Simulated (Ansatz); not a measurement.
Two isomers of C2H8BClSi: A = `BCC[SiH2]Cl`, B = `CB(C)[SiH2]Cl`.

Computed with Ansatz on PBE0-D4/def2-TZVP structures; ΔE is electronic, products minus reactants. CCSD(T)/CBS adds triple-zeta CCSD(T) − MP2 to the extrapolated MP2 energy (def2 sets, frozen cores). Functionals use def2-TZVPP. B3LYP here is the variant with VWN-RPA as its local correlation; programs differ in this. One conformer a species, not always the lowest.

A:

```xyz
13

B    -1.6646    1.1141    1.0991
C    -0.4837    0.7680    0.1581
C    -0.1291   -0.7057   -0.0520
Si    1.4633   -0.9852   -0.9794
Cl    3.0116   -0.0978    0.0596
H    -2.1032    0.3070    1.8699
H    -2.1141    2.2244    1.1086
H    -0.5588    1.3068   -0.7943
H     0.3543    1.2862    0.6668
H    -0.0644   -1.2247    0.9101
H    -0.9243   -1.2135   -0.6118
H     1.4257   -0.3526   -2.3220
H     1.7874   -2.4270   -1.1128
```

B:

Z-matrix (Å, degrees):
```
C
B 1 1.555
H 1 1.093 2 114.4
H 1 1.103 2 105.0 3 114.4
H 1 1.093 2 114.6 3 -128.9
C 2 1.561 1 121.7 3 146.1
Si 2 2.025 1 120.7 3 -34.4
H 6 1.103 2 104.6 1 -87.3
H 6 1.092 2 116.3 1 156.1
H 6 1.094 2 113.5 1 27.5
Cl 7 2.073 2 112.6 1 7.3
H 7 1.489 2 112.0 1 127.8
H 7 1.490 2 111.1 1 -112.4
```

Which isomer does CCSD(T)/CBS put lower? Give the gap. (Best estimate.)

Ansatz gave: B, by 11.1 kcal/mol.

Give E(B) − E(A) in kcal/mol with ωB97M-V, PBE0-D4, MP2/def2-TZVPP, B3LYP-D4, B3LYP, HF/def2-TZVPP, CCSD(T)/def2-TZVPP. (Best estimate.)

The calculation gave: ωB97M-V -10.9, PBE0-D4 -13.6, MP2/def2-TZVPP -9.9, B3LYP-D4 -12.4, B3LYP -12.5, HF/def2-TZVPP -8.7, CCSD(T)/def2-TZVPP -11.0. None reverses the order clearly.

Largest T1 diagnostic: 0.010.

From PBE to PBE0 (25 % exact exchange), in def2-TZVPP and without D4, E(B) − E(A) moves by +1.2 kcal/mol. In def2-TZVPP, CCSD(T) changes the Hartree–Fock value by −2.3 kcal/mol (the triples alone add −0.3 kcal/mol) and MP2 by −1.2 kcal/mol.
